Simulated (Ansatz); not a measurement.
H3FSi2, SMILES `F[Si][SiH3]` (lower singlet) (charge 0, multiplicity 1). This singlet lies 1.07 eV below the relaxed triplet at the level frozen-core CCSD(T)/cc-pVTZ // PBE0-D3(BJ)/def2-TZVP (Ansatz, an electronic-structure program).

Z-matrix (Å, degrees):
```
Si
H 1 1.4896
H 1 1.4940 2 108.72
H 1 1.4940 2 108.72 3 115.61
Si 1 2.4418 2 115.68 4 122.19
F 5 1.6167 1 98.41 2 -0.04
```
Charge 0, spin multiplicity 1.

The restricted HF start is unstable towards unrestricted orbitals.

**Question.** Give the natural occupations of the active orbitals, the CASSCF energy and the corrected energy for Ansatz with frozen-core fic-MRCISD+Q@CASSCF(6e,6o)/cc-pVTZ // PBE0-D3(BJ)/def2-TZVP.

**Answer.** 
- natural occupations = 1.98, 1.98, 1.98, 0.02, 0.02, 0.02
- CASSCF energy = -679.2107 Ha
- corrected energy = -679.6310 Ha
- weight of the reference = 0.887
